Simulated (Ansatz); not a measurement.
A search over several starts for the lowest SCF solution of Li₆O₂⁺ at the given spin, in a small basis.

```yaml
crystal:
  periodic: [false, false, false]
  atoms:
    - {symbol: Li, position_ang: [-0.579375, 0.790233, -1.790609]}
    - {symbol: Li, position_ang: [0.462226, -2.002666, -0.649252]}
    - {symbol: Li, position_ang: [0.765004, 3.333750, -0.795155]}
    - {symbol: Li, position_ang: [0.321581, -2.106956, 2.182729]}
    - {symbol: Li, position_ang: [0.479061, 0.552398, 0.519945]}
    - {symbol: Li, position_ang: [-1.722093, -1.174284, 0.442109]}
    - {symbol: O, position_ang: [-0.015260, -1.166358, 0.805404]}
    - {symbol: O, position_ang: [0.288855, 1.773893, -0.715151]}
basis:
  gaussian: {orbitals: def2-SVP}
total_charge: 1
magnetization: {spin_polarized: true, initial_magnetization: 1}
hamiltonian: {xc: pbe0, dispersion: d4}
output: {orbitals: {seedname: orbitals}}
```

```sh
$ ansatz run in.yaml --threads 4 --pin off --events-out ev --progress --plain --max-ram 3916MiB
```

It prints (some lines left out):

```
Functional definition: PBE0
1026 factors; integrals over basis functions are off by at most 2.2e-4 eV
mean field evaluation 1: about -5269.1025 eV, gradient 1.0e2 eV
mean field evaluation 2: about -4836.5380 eV, gradient 1.8e2 eV
mean field evaluation 4: about -5310.2361 eV, gradient 2.2e1 eV
mean field evaluation 8: about -5312.3584 eV, gradient 6.7e-1 eV
mean field evaluation 16: about -5312.3623 eV, gradient 3.0e-4 eV
mean field -5312.36227431 eV, -195.2257127325 hartree, gradient 2.5e-5 eV, S^2 0.750836; 0 other end points of the search recorded, 0 dependent functions left out
reference -5312.36235108 eV, -195.2257155536 hartree; 17, 16 occupied and 65, 66 virtual orbitals, 1026 factors
Total energy: -5312.42581828 eV, -195.2280479301 hartree
```

It took 2.2 s on 4 threads of Arm Neoverse V2 on a shared host.

The structure comes from a short search, and lower isomers may exist.
